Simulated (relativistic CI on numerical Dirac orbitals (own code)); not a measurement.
**One change at a time: Tb15+**

Base calculation: Dirac-Coulomb-Breit CI, separate exchange-only KLI orbitals for each configuration, model QED, unscaled Slater integrals.

Configuration list (outside the closed core [Ar] 3d10): 4s2 4p6 4d10 4f4, 4s2 4p6 4d10 4f3 5s, 4s2 4p6 4d10 4f2 5s2, 4s2 4p6 4d10 4f2 5s 5p, 4s2 4p6 4d10 4f3 5p, 4s2 4p6 4d10 4f2 5p2, 4s2 4p6 4d10 4f2 5s 5d, 4s2 4p6 4d10 4f3 5d, 4s2 4p6 4d10 4f2 5p 5d, 4s2 4p6 4d9 4f5, 4s2 4p6 4d9 4f3 5s2, 4s2 4p6 4d10 4f2 5d2, 4s2 4p6 4d10 4f3 6s, 4s2 4p6 4d10 4f3 5f, 4s2 4p6 4d10 4f3 6p, 4s2 4p6 4d9 4f4 5s, 4s2 4p6 4d10 4f3 5g, 4s2 4p6 4d10 4f3 6d, 4s2 4p6 4d10 4f3 7s, 4s2 4p6 4d10 4f3 6f, 4s2 4p6 4d10 4f3 7p, 4s2 4p5 4d10 4f3 5s2, 4s 4p6 4d10 4f3 5s2. Levels of other configurations are missing.

Variants: (1) one mean potential for all configurations; (2) non-relativistic limit. Shifts of the energy above 4s2 4p6 4d10 4f4 5I_4, in cm⁻¹, for the lowest level and the first level of each name with at least 55 % of one term (blank where a level changes its place among those of its configuration and J or its character, or is not in the variant):

| Level | Base | Δ(1) | Δ(2) |
| --- | --- | --- | --- |
| 4s2 4p6 4d10 4f4 5I_4 | 0.0 | 0.0 | 0.0 |
| 4s2 4p6 4d10 4f4 5I_5 | 3550.7 | -87.5 | -3550.7 |
| 4s2 4p6 4d10 4f4 5I_6 | 7298.4 | -172.5 | -7298.4 |
| 4s2 4p6 4d10 4f4 5I_7 | 11116.5 | -251.4 | -11116.5 |
| 4s2 4p6 4d10 4f4 5I_8 | 14931.7 | -323.3 | -14931.7 |
| 4s2 4p6 4d10 4f4 5F_1 | 25891.3 | -159.3 | -3125.1 |
| 4s2 4p6 4d10 4f4 5F_2 | 26703.6 | -160.4 | -3937.5 |
| 4s2 4p6 4d10 4f4 5F_3 | 28792.8 | -217.3 | -6026.6 |
| 4s2 4p6 4d10 4f4 5F_4 | 30501.4 | -217.3 | -7735.3 |
| 4s2 4p6 4d10 4f4 5S_2 | 30510.6 | -244.5 | -7694.8 |
| 4s2 4p6 4d10 4f4 3K_6 | 31817.8 | -259.2 | -3937.4 |
| 4s2 4p6 4d10 4f4 5F_5 | 33870.6 | -317.7 | -11104.4 |
| 4s2 4p6 4d10 4f4 3K_7 | 34450.2 | -290.4 | -6569.8 |
| 4s2 4p6 4d10 4f4 5G_2 | 36763.8 | -169.8 | -1060.7 |
| 4s2 4p6 4d10 4f4 5G_3 | 37269.0 | -197.5 | -1566.0 |
| 4s2 4p6 4d10 4f4 3K_8 | 37636.7 | -332.4 | -9756.3 |
| 4s2 4p6 4d10 4f4 5G_4 | 42228.0 | -322.7 | -6524.9 |
| 4s2 4p6 4d10 4f4 3G_3 | 43594.7 | -332.5 | -5379.4 |
| 4s2 4p6 4d10 4f4 3L_7 | 45165.2 | -404.5 | -6259.5 |
| 4s2 4p6 4d10 4f3 5s 5I°_4 | 45642.4 | -6261.9 |  |
| 4s2 4p6 4d10 4f4 5G_5 | 46377.9 | -411.5 | -10674.9 |
| 4s2 4p6 4d10 4f3 5s 5I°_5 | 48823.8 | -6261.6 |  |

At this charge transitions that keep the count of f electrons are usually good to a few per cent. Terms inside the open d or f shell come out 10 to 20 % too wide with unscaled integrals. Levels and lines within the n = 5 or 6 shells can be off by up to 10 % or somewhat more, and those that change n by about 2 %, since core polarisation is missing. Levels that differ in their count of f electrons can be misplaced by several ten thousand cm⁻¹, since the correlation energy of f electrons is missing or only estimated; rates across such gaps can be off by orders of magnitude.

Ionisation energy from one configuration of each of the two ions, the ground ones as tabulated or assumed: base 317.761 eV. The NIST ASD value (theoretical) is 325 ± 16 eV.

LS names give the leading component of a level, which can be under half, so a name can repeat, a term be missing and a line seem to break the LS rules.
